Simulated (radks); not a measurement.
Isoelectronic series with 31 electrons, all held in the configuration [Ar] 3d10 4s2 4p1, which need not be the ground one along the series. All-electron calculation, Dirac Kohn-Sham, PBE, spin-unpolarised, spherical densities, finite nucleus; open shells are shared between the two j in proportion to 2j + 1; Fermi nuclear charge, rms radius of each element as measured or else 0.836 A^(1/3) + 0.57 fm. Program: a radial shooting solver on a logarithmic mesh with Libxc functionals. Total energies (hartree) and mean radii <r> (bohr):

\begin{tabular}{lrrrrr}
ion & E (hartree) & 4p3/2 & 4p1/2 & 4s1/2 & 3d5/2 \\ \hline
Ga & -1944.00807 & 3.449 & 3.380 & 2.343 & 0.8132 \\
As2+ & -2259.91802 & 2.156 & 2.126 & 1.808 & 0.6771 \\
Br4+ & -2602.33147 & 1.699 & 1.676 & 1.506 & 0.5869 \\
Rb6+ & -2971.29263 & 1.430 & 1.410 & 1.303 & 0.5208 \\
Nb10+ & -3789.45222 & 1.107 & 1.089 & 1.038 & 0.4280 \\
Tc12+ & -4239.05528 & 0.9985 & 0.9815 & 0.9445 & 0.3938 \\
Rh14+ & -4715.99585 & 0.9111 & 0.8945 & 0.8672 & 0.3649 \\
Ag16+ & -5220.54994 & 0.8387 & 0.8222 & 0.8021 & 0.3401 \\
In18+ & -5753.01582 & 0.7774 & 0.7610 & 0.7462 & 0.3186 \\
Sb20+ & -6313.72030 & 0.7248 & 0.7084 & 0.6976 & 0.2998 \\
I22+ & -6903.01466 & 0.6790 & 0.6625 & 0.6550 & 0.2831 \\
Cs24+ & -7521.2802 & 0.6389 & 0.6222 & 0.6171 & 0.2682 \\
La26+ & -8168.9246 & 0.6033 & 0.5865 & 0.5833 & 0.2548 \\
Pr28+ & -8846.3885 & 0.5715 & 0.5544 & 0.5529 & 0.2427 \\
\end{tabular}
